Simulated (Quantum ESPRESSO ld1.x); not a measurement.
Input (ld1.x (Quantum ESPRESSO 7.5)):

```
 &input
    atom='Ga',
    iswitch=1,
    rel=2,
    dft='PW91',
    config='[Ar] 3d10 4s1.5 4p1.5',
    rel_dist='energy',
    verbosity='high',
    lsmall=.true.,
    prefix='ld1',
    max_out_wfc=37,
    file_charge='ld1.rho',
 /
```

Command: `OMP_NUM_THREADS=1 ld1.x < ld1.in > ld1.out`

It prints (banner and zero overlaps left out):

```
     Program LD1 v.7.5 starts

     --------------------------- All-electron run ----------------------------

     dirac relativistic calculation

     atomic number is 31.00
     dft =PW91   lsd =0 sic =0 latt =0  beta=0.20 tr2=1.0E-14
     Exchange-correlation= PW91
                           (   1   4   2   2   0   0   0)
     mesh =2005 r(mesh) =  99.28682 a.u. xmin = -8.00 dx = 0.00800
     1 Ry =  13.60569312 eV, c = 137.03599908

     n l j   nl                  e(Ry)          e(Ha)          e(eV)
     Spin orbit split results
     1 0 0.5 1S 1( 2.00)    -751.887052776    -375.943526388 -10229.9445032
     2 0 0.5 2S 1( 2.00)     -92.825506132     -46.412753066  -1262.9553504
     2 1 0.5 2P 1( 2.00)     -82.194981970     -41.097490985  -1118.3197009
     2 1 1.5 2P 1( 4.00)     -80.160989547     -40.080494774  -1090.6458242
     3 0 0.5 3S 1( 2.00)     -10.948558529      -5.474279264   -148.9627275
     3 1 0.5 3P 1( 2.00)      -7.512743436      -3.756371718   -102.2160817
     3 1 1.5 3P 1( 4.00)      -7.245823086      -3.622911543    -98.5844453
     3 2 1.5 3D 1( 4.00)      -1.497373236      -0.748686618    -20.3728007
     3 2 2.5 3D 1( 6.00)      -1.463349751      -0.731674876    -19.9098876
     4 0 0.5 4S 1( 1.50)      -0.700024490      -0.350012245     -9.5243184
     4 1 0.5 4P 1( 1.50)      -0.224598041      -0.112299020     -3.0558120
     4 1 1.5 4P 1( 0.00)      -0.215344633      -0.107672317     -2.9299130
     Averaged results
     1 0     1S 1( 2.00)    -751.887052776    -375.943526388 -10229.9445032
     2 0     2S 1( 2.00)     -92.825506132     -46.412753066  -1262.9553504
     2 1     2P 1( 6.00)     -80.838987021     -40.419493511  -1099.8704498
     3 0     3S 1( 2.00)     -10.948558529      -5.474279264   -148.9627275
     3 1     3P 1( 6.00)      -7.334796536      -3.667398268    -99.7949908
     3 2     3D 1(10.00)      -1.476959145      -0.738479572    -20.0950529
     4 0     4S 1( 1.50)      -0.700024490      -0.350012245     -9.5243184
     4 1     4P 1( 1.50)      -0.218429102      -0.109214551     -2.9718793

     final scf error:  8.6E-15 reached in  39 iterations

     Etot =   -3888.712352 Ry,   -1944.356176 Ha,  -52908.626909 eV

     Ekin =    3965.901158 Ry,    1982.950579 Ha,   53958.834117 eV
     Encl =   -9380.347763 Ry,   -4690.173882 Ha, -127626.133054 eV
     Eh   =    1677.678470 Ry,     838.839235 Ha,   22825.978429 eV
     Exc  =    -151.944218 Ry,     -75.972109 Ha,   -2067.306400 eV

     normalization and overlap integrals

     s(1S/1S) =  1.000000  <r> =   0.0486  <r2> =    0.0032  r(max) =   0.0317
     LC norm =  0.98744996 + SC norm =  0.01255004 =  1.00000000
     s(2S/2S) =  1.000000  <r> =   0.2176  <r2> =    0.0559  r(max) =   0.1831
     LC norm =  0.99758715 + SC norm =  0.00241285 =  1.00000000
     s(2P/2P) =  1.000000  <r> =   0.1883  <r2> =    0.0436  r(max) =   0.1452
     LC norm =  0.99759829 + SC norm =  0.00240171 =  1.00000000
     s(2P/2P) =  1.000000  <r> =   0.1918  <r2> =    0.0451  r(max) =   0.1475
     LC norm =  0.99764374 + SC norm =  0.00235626 =  1.00000000
     s(3S/3S) =  1.000000  <r> =   0.6517  <r2> =    0.4907  r(max) =   0.5655
     LC norm =  0.99945513 + SC norm =  0.00054487 =  1.00000000
     s(3P/3P) =  1.000000  <r> =   0.6718  <r2> =    0.5326  r(max) =   0.5610
     LC norm =  0.99950488 + SC norm =  0.00049512 =  1.00000000
     s(3P/3P) =  1.000000  <r> =   0.6826  <r2> =    0.5498  r(max) =   0.5701
     LC norm =  0.99951721 + SC norm =  0.00048279 =  1.00000000
     s(3D/3D) =  1.000000  <r> =   0.8049  <r2> =    0.8488  r(max) =   0.5305
     LC norm =  0.99965264 + SC norm =  0.00034736 =  1.00000000
     s(3D/3D) =  1.000000  <r> =   0.8112  <r2> =    0.8630  r(max) =   0.5347
     LC norm =  0.99965641 + SC norm =  0.00034359 =  1.00000000
     s(4S/4S) =  1.000000  <r> =   2.3139  <r2> =    6.2228  r(max) =   1.8776
     LC norm =  0.99994762 + SC norm =  0.00005238 =  1.00000000
     s(4P/4P) =  1.000000  <r> =   3.2682  <r2> =   12.8948  r(max) =   2.4646
     LC norm =  0.99997366 + SC norm =  0.00002634 =  1.00000000
     s(4P/4P) =  1.000000  <r> =   3.3337  <r2> =   13.4222  r(max) =   2.5043
     LC norm =  0.99997464 + SC norm =  0.00002536 =  1.00000000

     LC charge = 30.94826556 + SC charge =  0.05173444 = 31.00000000

     ------------------------ End of All-electron run ------------------------
```

Run on one thread of a shared host, so times are rough (Intel(R) Xeon(R) Processor @ 2.60GHz): 0.58 s of CPU time, 2 s wall, 39 iterations on 2005 mesh points.
